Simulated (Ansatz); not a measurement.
Predict a relaxed structure of In(PH3)F3 (InPH3F3), charge 0, singlet, at r2SCAN-D4/def2-SVP (Ansatz).


```
atom   x (Å)   y (Å)   z (Å)
 In1  -0.527  -1.090  -0.911
  P2   0.424   0.878   0.735
  H3   0.331   0.679   2.135
  H4  -0.158   2.165   0.635
  H5   1.793   1.224   0.631
  F6  -2.358  -1.161  -0.220
  F7   0.714  -2.511  -0.387
  F8  -0.219  -0.183  -2.619
```
 This is one stationary point.

In the def2 sets In takes a core potential; there is no spin–orbit coupling.
